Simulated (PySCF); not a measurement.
# Mg¹⁰⁺ (magnesium, charge +10) across methods

1s2, closed-shell 1S. All numbers are calculated (PySCF 2.14, scalar relativity by spin-free X2C-1e, in an uncontracted even-tempered set (17 s from 5.3 bohr⁻², ratio 2.2; 7 p from 8.2 bohr⁻², ratio 2.4; 4 d from 25 bohr⁻², ratio 2.4; 3 f from 37 bohr⁻², ratio 2.4; 3 g from 55 bohr⁻², ratio 2.4)).

```
 method  E (hartree)  mean ε 1s (eV)  Σ⟨r²⟩ (bohr²)   ⟨S²⟩
    LDA    -136.0391         -1681.6        0.04486  0.000
   PBE0    -136.8002         -1707.8        0.04455  0.000
    UHF   -136.85694         -1762.6        0.04433  0.000
r2SCANh    -136.9070         -1704.2        0.04444  0.000
    PBE    -136.7659         -1689.3        0.04463  0.000
  TPSSh    -136.9108         -1701.9        0.04445  0.000
```

Task: Estimate the same row for r2SCAN.

Result: E (hartree) = -136.9077; mean ε 1s (eV) = -1697.7; Σ⟨r²⟩ (bohr²) = 0.04445; ⟨S²⟩ = 0.000.
